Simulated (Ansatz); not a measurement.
The cluster Si7H7⁻, relaxed as a singlet with RKS r2SCAN-D4/def2-SVPD in Ansatz, starting from packed atoms. Force threshold 0.02 eV/Å.

The restricted singlet is unstable towards broken spin symmetry in Hartree–Fock (as tested in another run); at r2SCAN-D4/def2-SVPD this wasn't settled. Another isomer (singlet) lies 0.89 eV lower at PBE0-D4/def2-TZVPD; other spin states weren't run for this one.

Start:

```
atom   x (Å)   y (Å)   z (Å)
 Si1   1.238  -2.911  -0.486
 Si2  -0.992   1.743  -0.944
 Si3   1.925  -1.721   2.058
 Si4   0.574   2.012   0.718
 Si5   1.741  -0.879  -1.172
 Si6  -2.966   1.481  -0.043
 Si7   1.958   0.276   0.664
  H8  -3.993   1.998   0.827
  H9   1.561  -4.380  -0.741
 H10   0.305   3.464   0.937
 H11  -1.652   2.521  -2.036
 H12   1.364  -2.735   2.918
 H13   2.778  -1.226  -2.175
 H14  -3.842   0.357  -0.526
```

```csv
step,energy (eV),largest force component (eV/Å),SCF passes
1,-55228.6415,2.306,51
2,-55230.5317,1.932,31
3,-55231.5328,1.085,31
4,-55232.2224,0.576,30
5,-55232.6949,0.757,30
6,-55233.1056,0.624,27
7,-55233.5332,0.444,30
8,-55233.8949,0.398,30
9,-55234.1504,0.304,24
10,-55234.3127,0.266,23
11,-55234.4296,0.219,30
13,-55234.6411,0.268,22
15,-55234.8500,0.296,22
17,-55235.0630,0.243,28
19,-55235.1972,0.231,22
21,-55235.2123,0.538,22
23,-55235.2430,0.031,22
25,-55235.2469,0.041,21
27,-55235.2511,0.070,22
29,-55235.2553,0.169,21
31,-55235.2686,0.303,22
33,-55235.2843,0.135,22
35,-55235.2933,0.047,22
36,-55235.2939,0.020,23
```

Force components are those of the run's own axes.

End:

```xyz
14

Si    1.174   -2.531   -0.424
Si   -0.727    0.808   -1.455
Si    0.720   -1.360    1.399
Si   -0.133    1.698    0.699
Si    1.351   -0.355   -1.209
Si   -2.479    0.705    0.044
Si    1.970    0.561    0.962
H    -1.373    1.324    1.587
H     0.299   -3.648   -0.948
H    -0.266    3.195    0.778
H    -0.730    2.039   -2.326
H    -0.019   -1.726    2.670
H     2.221   -0.076   -2.414
H    -2.008   -0.635    0.637
```

Bonds lost: Si6–H8 (atoms count from 1). Bonds formed: Si1–Si3, Si2–Si5, Si4–Si6, Si4–H8 (atoms count from 1).

No frequencies were taken in this run, so the end may be a saddle point.

Run time 6.7 min (4 threads of Intel Xeon on a shared host).
